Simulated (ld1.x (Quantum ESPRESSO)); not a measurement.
**Before and after: PAW potential for chlorine**

ld1.x (Quantum ESPRESSO) 7.5 input, shortened:

```
&input
   title='Cl', zed=17., rel=1, dft='PZ', iswitch=3,
   config='[Ne] 3s2 3p4'
 /
 &inputp
   pseudotype=3, lpaw=.true., tm=.true., lloc=-1, rcloc=1.05,
   nlcc=.true., new_core_ps=.true., rcore=0.65,
   which_augfun='PSQ', rmatch_augfun_nc=.true.
 /
4
3S  1  0   2.00   0.00  1.10  1.20  0.0
3S  1  0   0.00   0.65  1.10  1.20  0.0
3P  2  1   4.00   0.00  1.40  1.50  0.0
3P  2  1   0.00   0.20  1.40  1.50  0.0
 &test
   configts(1)='3s2 3p4'
 /
```

Change: waves 3p (bound): rcut 1.40, rcutus 1.86 bohr; 3p channel at 0.2 Ry: rcut 1.40, rcutus 1.86 bohr.

Cutoffs: the cutoffs (Ry, on a coarse ladder) from which the occupation-weighted sum of valence levels, in a spherical-Bessel basis at the reference potential, stays within 10 and 1 mRy of its value at 400 Ry; they do not see the model core or the augmentation charge, which bear on the density cutoff. Errors are all-electron minus pseudo energies relative to the spin-unpolarised reference configuration.

Problem. What does the change do?

Solution. The potential gets softer (30 Ry and 50 Ry → 25 Ry and 50 Ry); of the 9 tests that both files solve, the error grows in 0 and shrinks in 1 by more than 15 % and 0.3 meV (median size 0.8 → 0.8 meV); neither file shows a bound ghost. A larger radius leaves more room for a smooth pseudo-wave, so fewer plane waves are needed.

```csv
quantity,base,changed
"cutoff, loose",30 Ry,25 Ry
"cutoff, tight",50 Ry,50 Ry
loose cutoff by channel (10 mRy a level),"s 21 Ry, p 18 Ry","s 21 Ry, p 15 Ry"
bound ghosts,none,none
"error for 3s2 3p5, meV [ΔE -13.97 eV]",+0.8,+0.8
"error for 3s2 3p3, meV [ΔE 25.53 eV]",-4.7,-4.3
"error for 3s2 3p2, meV [ΔE 63.92 eV]",-23,-21
"error for 3s2 3p4.5, meV [ΔE -8.34 eV]",+0.6,+0.5
"error for 3s2 3p5.3, meV [ΔE -16.14 eV]",+0.9,+0.9
"error for 3s1 3p5, meV [ΔE 12.59 eV]",-0.4,-0.3
"error for 3s2 3p1, meV [ΔE 116.29 eV]",-77,-73
"error for 3s2 3p4 (spin-polarised), meV [ΔE -0.88 eV]",-0.6,-0.1
"error for 3s2 3p5 (spin-polarised), meV [ΔE -14.16 eV]",+0.7,+0.8
lowest overlap eigenvalue by channel,"s 0.46, p 0.75","s 0.46, p 0.76"
```
